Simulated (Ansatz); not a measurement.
Geometry optimisation, RKS PBE/def2-SVP (Ansatz).

Input file:

```yaml
crystal:
  periodic: [false, false, false]
  atoms:
    - { symbol: Hf, position_ang: [-0.087943, -0.084999, -0.040779] }
    - { symbol: O, position_ang: [-0.220225, -0.144468, 1.985628] }
    - { symbol: H, position_ang: [-0.954906, -0.076254, 2.617208] }
    - { symbol: "N", position_ang: [1.85551, -0.183163, -0.662516] }
    - { symbol: H, position_ang: [2.24414, -0.843108, -1.344504] }
    - { symbol: H, position_ang: [2.61181, 0.436801, -0.351215] }
    - { symbol: Cl, position_ang: [-1.268807, 1.714828, -1.119257] }
    - { symbol: "N", position_ang: [-0.889391, -1.814722, -0.72278] }
    - { symbol: H, position_ang: [-1.113802, -2.646982, -0.16595] }
    - { symbol: H, position_ang: [-1.196228, -1.981777, -1.689113] }
    - { symbol: "N", position_ang: [1.140411, 2.67838, 1.533361] }
    - { symbol: H, position_ang: [1.983242, 2.430764, 1.002129] }
    - { symbol: H, position_ang: [0.429673, 2.984794, 0.856967] }
    - { symbol: H, position_ang: [0.782117, 1.825906, 2.017124] }
basis:
  gaussian: { orbitals: def2-SVP }
hamiltonian:
  xc: pbe
relax:
  f_tol: 0.03
  max_steps: 50
output:
  orbitals: {}
```

Run as:

```bash
$ ansatz run input.yaml --threads 4 --pin off --max-ram 5120MiB --backend cpu --events-out ev --progress --plain --runs-dir out
```

Q: Where does it end, and by what steps?

A: It converged. After 24 steps the energy has fallen by 0.111 eV; H3 moved furthest, 0.89 Å.

```csv
step,energy less start (eV),largest force component (eV/Å),accepted
0,0.0000,1.227,yes
1,-0.0318,0.434,yes
2,-0.0297,0.611,no
3,-0.0487,0.250,yes
4,-0.0558,0.222,yes
5,-0.0694,0.206,yes
6,-0.0780,0.273,yes
7,-0.0738,0.492,no
8,-0.0857,0.090,yes
9,-0.0884,0.058,yes
10,-0.0890,0.203,yes
11,-0.0896,0.115,yes
12,-0.0904,0.039,yes
13,-0.0912,0.192,yes
14,-0.0925,0.173,yes
15,-0.0940,0.096,yes
16,-0.0967,0.302,yes
17,-0.0993,0.244,yes
18,-0.1014,0.182,yes
19,-0.1070,0.187,yes
20,-0.1085,0.156,yes
21,-0.1094,0.136,yes
22,-0.1102,0.083,yes
23,-0.1110,0.031,yes
24,-0.1112,0.023,yes
```

```xyz
14
Properties=species:S:1:pos:R:3
Hf -0.143 -0.059 -0.035
O -0.468 -0.220 1.882
H -0.134 -0.381 2.777
N 1.827 -0.205 -0.571
H 2.274 -1.051 -0.940
H 2.535 0.538 -0.549
Cl -1.208 1.805 -1.152
N -0.921 -1.775 -0.779
H -1.357 -2.532 -0.242
H -1.066 -1.956 -1.780
N 1.058 2.753 1.460
H 1.912 2.270 1.161
H 0.496 2.994 0.633
H 0.510 2.117 2.051
```

Whether the end is a true minimum wasn't checked by a vibrational analysis.

Time of the run: 57 s on 4 threads of Arm Neoverse V2 (shared host), peak memory 0.23 GiB.
